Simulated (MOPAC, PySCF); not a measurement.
C$_{2}$H$_{4}$OSi, SMILES `C#CO[SiH3]`, neutral singlet in the gas phase. 

Cartesian coordinates (Å):
```xyz
8

C      2.2853    -0.1578    -0.5156
C      1.1271    -0.4570    -0.5905
O     -0.1192    -0.8015    -0.6824
Si    -1.3923     0.1506    -0.1242
H      3.3124     0.0982    -0.4538
H     -2.5955    -0.6364    -0.4402
H     -1.3788     1.4435    -0.8370
H     -1.2391     0.3603     1.3292
```
Charge 0, spin multiplicity 1.

All levels are single points at this geometry (B3LYP-D3(BJ)/def2-TZVP); Pople sets use spherical d functions. Orbital energies aren't observables, and empty levels follow the basis.

```json
[
 {"level": "ωB97X-D3(BJ)/def2-TZVP in PySCF", "HOMO (eV)": "-9.75", "LUMO (eV)": "1.63", "gap (eV)": "11.38", "dipole (D)": "1.65", "vertical IE, Delta-SCF (eV)": "9.82"},
 {"level": "B3LYP/3-21G in PySCF", "HOMO (eV)": "-6.60", "LUMO (eV)": "-0.07", "gap (eV)": "6.53", "dipole (D)": "2.14", "vertical IE, Delta-SCF (eV)": "–"},
 {"level": "BP86/6-31G* in PySCF", "HOMO (eV)": "-5.70", "LUMO (eV)": "-0.97", "gap (eV)": "4.72", "dipole (D)": "1.73", "vertical IE, Delta-SCF (eV)": "–"},
 {"level": "PBE/6-31G* in PySCF", "HOMO (eV)": "-5.59", "LUMO (eV)": "-0.96", "gap (eV)": "4.63", "dipole (D)": "1.74", "vertical IE, Delta-SCF (eV)": "9.28"},
 {"level": "SVWN5/6-31G* in PySCF", "HOMO (eV)": "-5.73", "LUMO (eV)": "-1.18", "gap (eV)": "4.55", "dipole (D)": "1.77", "vertical IE, Delta-SCF (eV)": "9.48"},
 {"level": "PM7 in MOPAC", "HOMO (eV)": "-10.23", "LUMO (eV)": "-0.09", "gap (eV)": "10.14", "dipole (D)": "2.40", "vertical IE, Delta-SCF (eV)": "–"}
]
```
